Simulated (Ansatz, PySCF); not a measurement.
FGe, SMILES [F][Ge] (connectivity only; charge and spin as stated), charge +1, multiplicity 1.

Coordinates come from a PBE0-D3(BJ)/def2-TZVPD optimisation. The spin state was assumed, not searched.

Vertical ionisation energy (IE) and electron affinity (EA) in eV. Rows of orbital energies are one-electron estimates. Where ΔSCF, EOM or ADC give a negative EA the extra electron is unbound and the value depends on the basis.

```tsv
level	IE	EA
−ε(HOMO), −ε(LUMO), PBE0/def2-TZVPD (PySCF)	17.80	9.89
−ε(HOMO), −ε(LUMO), M06-2X/def2-TZVPD (PySCF)	18.89	8.85
−ε(HOMO), −ε(LUMO), PBE/def2-TZVPD (PySCF)	16.50	10.78
ADC(2)/aug-cc-pVDZ (PySCF)	[?]	[?]
ΔSCF, ωB97X-V/def2-TZVPD (Ansatz), final states of multiplicity 2 and 2	20.86	7.32
ΔSCF, PBE/def2-TZVPD (Ansatz), final states of multiplicity 2 and 2	20.78	7.30
```

Question: Complete the blanks. (An estimate is asked for; the answer gives what the named calculation found.)

Answer: 
- ADC(2)/aug-cc-pVDZ (PySCF), IE: 19.83
- ADC(2)/aug-cc-pVDZ (PySCF), EA: 7.22

Question: What vertical singlet–triplet gap does ΔSCF give with ωB97X-V/def2-TZVPD (Ansatz, a program for electronic structure) and with PBE/def2-TZVPD (Ansatz)? (Estimate from the structure and the level; the computed values follow.)

Answer: 5.13 and 5.05 eV (triplet above singlet where positive).

Question: Beyond the first one, list the lowest photoelectron lines from ADC(2)/aug-cc-pVDZ (PySCF) with their pole strengths (two spins summed). (The exact figures need the calculation; the answer reports its results.)

Answer: 20.54 eV (1.70), 20.54 eV (1.70), 24.54 eV (1.78).
